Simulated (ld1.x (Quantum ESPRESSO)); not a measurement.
Sb (Z = 51): one change to a TM potential, before and after

ld1.x (Quantum ESPRESSO) 7.5 input, shortened:

```
&input
   title='Sb', zed=51., rel=2, dft='PBE', iswitch=3,
   config='[Kr] 4d10 5s2 5p2.75 5d-2', rel_dist='average'
 /
 &inputp
   pseudotype=2, tm=.true., lloc=0,
   nlcc=.true., new_core_ps=.true., rcore=1.30
 /
3
5P  2  1   2.75   0.00  2.50  2.50  0.0
5D  3  2  -2.00   0.20  2.35  2.35  0.0
5S  1  0   2.00   0.00  1.55  1.55  0.0
 &test
   configts(1)='5s2 5p2.75'
 /
```

Open shells are filled in proportion to 2j + 1 (rel_dist='average').

Change: wave 5p (bound): rc 2.50 bohr becomes 5p (bound): rc 1.68 bohr.

Cutoffs: the cutoffs (Ry, on a coarse ladder) from which the occupation-weighted sum of valence levels, in a spherical-Bessel basis at the reference potential, stays within 10 and 1 mRy of its value at 400 Ry; they do not see the model core or the augmentation charge, which bear on the density cutoff. Errors are all-electron minus pseudo energies relative to the spin-unpolarised reference configuration.

Q: How do hardness, ghosts and transferability respond?

A: The potential gets harder (45 Ry and 90 Ry → 50 Ry and 100 Ry); the bound ghosts move from d to d, p; of the 7 tests that both files solve, the error grows in 0 and shrinks in 1 by more than 15 % and 0.3 meV (median size 2.4 → 2.2 meV). A smaller radius makes the pseudo-wave follow the all-electron one further in, where it bends more sharply, so more plane waves are needed.

```tsv
quantity	base	changed
cutoff, loose	45 Ry	50 Ry
cutoff, tight	90 Ry	100 Ry
loose cutoff by channel (10 mRy a level)	p 10 Ry, s 30 Ry	p 35 Ry, s 30 Ry
bound ghosts	d5/2	d5/2, p3/2, p1/2
error for 5s2 5p3, meV [ΔE -1.42 eV]	-0.1	-0.1
error for 5s2 5p2, meV [ΔE 6.91 eV]	-2.4	-2.2
error for 5s2 5p1, meV [ΔE 22.90 eV]	-27	-27
error for 5s2 5p0, meV [ΔE 47.34 eV]	-115	-118
error for 5s2 5p2.5, meV [ΔE 1.85 eV]	-0.1	-0.1
error for 5s1 5p4, meV [ΔE 6.67 eV]	-13	-8.6
error for 5s2 5p3.3, meV [ΔE -2.58 eV]	-0.3	-0.3
```

 A true bound ghost makes a file unfit for plane-wave use even where its test errors are small: the radial tests pick states by their node count and pass the ghost by.
